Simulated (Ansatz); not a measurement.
Isomers of Sn3F4⁺ (doublet), relaxed with r2SCAN-D4/def2-SVP; total energies from Ansatz at B2PLYP/def2-TZVP.

| isomer | description | energy (Eh) |
| --- | --- | --- |
| A | point group C2v; 8 × F–Sn 2.10 to 2.23 Å | -1041.65300 |
| B | point group Cs; 7 × F–Sn 2.07 to 2.28 Å | -1041.64345 |
| C | point group C2v; 8 × F–Sn 2.06 to 2.23 Å | -1041.66751 |
| D | point group not assigned; 8 × F–Sn 2.10 to 2.25 Å | -1041.65882 |

In the def2 sets Sn takes a core potential; there is no spin–orbit coupling. Correlated methods freeze 16 core orbitals; core or outer-core shells of Sn are correlated, in sets that lack core-valence functions.

The isomers come from a short search, and lower ones may exist.

Task: Work out the relative energies (1 Eh = 2625.5 kJ/mol) and the Boltzmann populations at 1200 K from electronic energies alone (R = 8.314 J/mol/K).

Result: ΔE: A 38.1, B 63.2, C 0.0, D 22.8 kJ/mol. RT = 9.98 kJ/mol. Factors exp(−ΔE/RT): A 0.022, B 0.00178, C 1, D 0.102; sum 1.126. Populations: A 2.0 %, B 0.2 %, C 88.8 %, D 9.1 %. Zero-point energy, vibrational entropy and symmetry numbers are left out and can shift these; an error of 4 kJ/mol changes a ratio by a factor of 1.5. Over the other density-functional and correlated levels in def2 sets, the gap between C and D ranges from -1 to 45 kJ/mol.
